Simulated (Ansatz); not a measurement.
C₂H₄NO (SMILES [CH2]C(N)=O), doublet, geometry from GFN2-xTB; MP2/6-31G* (Ansatz, an electronic-structure program).

Ansatz was given this input:
Ansatz 0.2 input:
```yaml
crystal:
  periodic: [false, false, false]
  atoms:
    - {symbol: O, position_ang: [0.26454729, 1.29773969, 0.28038356]}
    - {symbol: C, position_ang: [-0.00493724, 0.12821280, 0.02873673]}
    - {symbol: N, position_ang: [0.98714613, -0.78717018, -0.20832170]}
    - {symbol: C, position_ang: [-1.33891368, -0.38189073, -0.04047884]}
    - {symbol: H, position_ang: [0.79601498, -1.74930651, -0.41636310]}
    - {symbol: H, position_ang: [-1.54281494, -1.41283947, -0.26342944]}
    - {symbol: H, position_ang: [-2.15856718, 0.28838609, 0.13621077]}
    - {symbol: H, position_ang: [1.94207144, -0.47589881, -0.17078220]}
basis:
  gaussian:
    orbitals: 6-31G*
magnetization: {spin_polarized: true, initial_magnetization: 1}
correlation: {method: mp2}
```

What the program printed (banner, timings and long lists left out):

```
Functional definition: HF
679 factors; integrals over basis functions are off by at most 1.2e-3 eV
mean field evaluation 1: about -5638.2354 eV, gradient 2.9e1 eV
mean field evaluation 2: about -5638.2407 eV, gradient 2.9e1 eV
mean field evaluation 4: about -5642.0483 eV, gradient 3.5e0 eV
mean field evaluation 8: about -5642.2105 eV, gradient 3.6e-1 eV
mean field evaluation 16: about -5642.2225 eV, gradient 1.3e-6 eV
mean field evaluation 32: about -5639.9871 eV, gradient 2.5e-1 eV
mean field -5642.22252751 eV, -207.3478534503 hartree, gradient 1.3e-6 eV, S^2 0.798146; 3 other end points of the search recorded, 0 dependent functions left out
4 core orbitals not correlated
reference -5642.22252751 eV, -207.3478534503 hartree; 12, 11 occupied and 52, 53 virtual orbitals, 679 factors
second order -15.31924636 eV of doubles, -0.00000000 eV of singles
Total energy: -5657.54177387 eV, -207.9108253701 hartree
```
